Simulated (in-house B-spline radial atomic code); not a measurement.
Configurations of Xe VI (Xe5+), with energies counted from [Kr] 4d10 5s2 5p1. Level of theory: scalar-relativistic (X2C) revTPSS, spin-polarised, spherical fractional occupations, Fermi nucleus of rms radius 4.7859 fm; calculated with a radial B-spline atomic code at the basis-set limit. Shells without spins written out take the highest spin.

Occupations are held fixed; configurations that lie above the ionisation limit could autoionise.

```tsv
configuration	E - E(ref) (eV)	highest orbital	its <r> (bohr)
[Kr] 4d10 5s2 6p1	31.102	6p up	3.574
[Kr] 4d10 5s1 5p1 5d1	32.266	5d up	2.302
[Kr] 4d10 5s2 6f(1 up, 0 down)	47.044	6f up	5.877
[Kr] 4d10 5s1 5p1 6d1	52.081	6d up	4.285
[Kr] 4d9 5s2 5p1 6d1	103.81	6d up	4.226
[Ar] 3d9 4s2 4p6 4d10 5s2 5p2	672.42	5p up	1.809
```

(1) Order these further configurations by energy, lowest first.
A. [Kr] 4d9 5s2 5p1 5f1
B. [Ar] 3d10 4s2 4p5 4d10 5s2 5p1 6d1
C. [Kr] 4d10 5s2 5f(1 up, 0 down)
D. [Ar] 3d9 4s2 4p6 4d10 5s2 5p1 5d1
E. [Ar] 3d10 4s2 4p5 4d10 5s2 5p2

(2) How far above the reference does [Ar] 3d(4 up, 5 down) 4s2 4p6 4d10 5s2 5p(0 up, 1 down) 6f(0 up, 1 down) lie?

(3) How far above the reference does [Kr] 4d(5 up, 4 down) 5s2 5p(0 up, 1 down) 6s(1 up, 0 down) lie?

Results:

(1) C (38.248 eV), A (102.83 eV), E (145.73 eV), B (187.58 eV), D (693.78 eV).

(2) 722.86 eV; its least bound orbital is 6f down with <r> = 5.606 bohr.

(3) 91.1 eV; its least bound orbital is 6s up with <r> = 3.17 bohr.
